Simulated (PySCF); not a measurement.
**Dipole polarisabilities along group 13, charge +1**

Calculated with PySCF 2.14 for the ground configurations, without spin-orbit coupling: coupled response for Hartree-Fock and DFT. Mean α in bohr³, C₆ of like pairs in atomic units.

| species | α UHF | α PBE | α PBE0 | C₆ UHF | C₆ PBE | C₆ PBE0 |
| --- | --- | --- | --- | --- | --- | --- |
| B⁺ [He] 2s2 (aug-cc-pV5Z, non-relativistic) | 11.38 | 10.64 | 10.77 | 31.70 | 28.82 | 29.32 |
| Al⁺ [Ne] 3s2 (aug-cc-pV(5+d)Z, non-relativistic) | 26.43 | 24.34 | 24.85 | 140.5 | 123.7 | 127.7 |
| Ga⁺ [Ar] 3d10 4s2 (aug-cc-pV5Z-PP with ECP10MDF, ECP) | 21.23 | 17.53 | 18.40 | 112.0 | 87.88 | 93.29 |
| In⁺ [Kr] 4d10 5s2 (aug-cc-pV5Z-PP with ECP28MDF, ECP) | 29.53 | 23.43 | 24.72 | 207.8 | 158.8 | 168.6 |

The values depend on the diffuse functions of the basis.
